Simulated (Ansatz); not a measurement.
A further run on Al3Ru2⁻.

```yaml
crystal:
  periodic: [false, false, false]
  atoms:
    - {symbol: Ru, position_ang: [0.017375, 1.097983, -0.941973]}
    - {symbol: Ru, position_ang: [-0.017349, -1.097970, 0.941987]}
    - {symbol: Al, position_ang: [0.887871, 1.058337, 1.249888]}
    - {symbol: Al, position_ang: [0.974242, -1.042848, -1.197515]}
    - {symbol: Al, position_ang: [-1.862141, -0.015501, -0.052388]}
basis:
  gaussian: {orbitals: def2-TZVPP}
total_charge: -1
hamiltonian: {xc: {name: wB97X}}
scf: {omitted_lower_state_checks: [starts]}
output: {forces: true}
```

```sh
$ ansatz run in.yaml --threads 4 --pin off --events-out ev --progress --plain --max-ram 4787MiB
```

It prints (some lines left out):

```
Functional definition: wB97X
1551 factors; their error is unknown
309 factors; integrals over basis functions are off by at most 1.2e-5 eV
mean field evaluation 1: about -24937.2515 eV, gradient 9.1e1 eV
mean field evaluation 2: about -24551.4879 eV, gradient 3.6e2 eV
mean field evaluation 4: about -24956.2844 eV, gradient 1.4e1 eV
mean field evaluation 8: about -24956.6374 eV, gradient 5.9e-1 eV
mean field evaluation 16: about -24956.6972 eV, gradient 2.8e-3 eV
mean field -24956.69719934 eV, -917.1417058186 hartree, gradient 3.1e-5 eV, S^2 0.000000; 0 other end points of the search recorded, 0 dependent functions left out
reference -24956.69717113 eV, -917.1417047823 hartree; 36, 36 occupied and 202, 202 virtual orbitals, 1551 factors
Total energy: -24956.69717113 eV, -917.1417047823 hartree
Atom 0 at     0.017375     1.097983    -0.941973 Å, force    -0.009175    -0.575208     0.492727 eV/Å
Atom 1 at    -0.017349    -1.097970     0.941987 Å, force     0.009002     0.574789    -0.493204 eV/Å
Atom 2 at     0.887871     1.058337     1.249888 Å, force    -0.674708    -0.804507    -0.949769 eV/Å
Atom 3 at     0.974242    -1.042848    -1.197515 Å, force    -0.740642     0.793109     0.910397 eV/Å
Atom 4 at    -1.862141    -0.015501    -0.052388 Å, force     1.415523     0.011818     0.039849 eV/Å
Dipole moment:     0.000000     0.000007     0.000009 e Å
Checks for a lower state left out: starts
```

It took 41 s on 4 threads of Arm Neoverse V1 on a shared host, peak host memory 1.3 GiB.

In the def2 sets Ru takes a core potential; there is no spin–orbit coupling. The highest occupied level of an anion often lies above zero with these methods, and sets without diffuse functions describe the outer electron poorly. The restricted singlet is unstable towards broken spin symmetry at other levels; at RKS ωB97X/def2-TZVPP this wasn't settled.

The dipole of an ion depends on the origin.
